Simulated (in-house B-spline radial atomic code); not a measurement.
Cd³⁺ is squeezed into an impenetrable sphere of radius R (the orbitals vanish at R). Level of theory: Dirac-Kohn-Sham LDA VWN5, spherical fractional occupations, Fermi nucleus of rms radius 4.6087 fm; calculated with a B-spline radial code for spherical atoms.

Energies in eV above the free ion in [Kr] 4d9:

```
R (bohr)  highest level (eV)   [Kr] 4d9  [Kr] 4d8 4f1  [Ar] 3d9 4s2 4p6 4d9 4f1
    7.05               -45.7  1.931e-05         39.45                     436.6
    5.73               -45.7   0.001341         40.32                     437.5
    5.03               -45.7    0.01197         41.38                     438.5
    4.43               -45.7    0.07486         42.97                       440
    3.79               -45.3     0.5026         46.05                       443
    3.17               -43.9      3.044         52.74                     449.2
    2.56               -38.5      17.93         74.12                     469.2
    2.12               -26.4       68.2         131.3                     523.8
    1.87                 -11      152.4         220.2                     610.7
    1.36                81.8        907         981.3                      1376
```

(1) Does [Kr] 4d8 4f1 fall below [Kr] 4d9 under compression?

(2) Does [Ar] 3d9 4s2 4p6 4d9 4f1 fall below [Kr] 4d9 under compression?

The highest level is first positive in the row R = 1.36 bohr, pushed up by confinement above the zero of the free ion's potential. Each configuration is held fixed and needn't be the lowest in the sphere.

## Answers

(1) No, it stays above over the whole range.

(2) No, it stays above over the whole range.
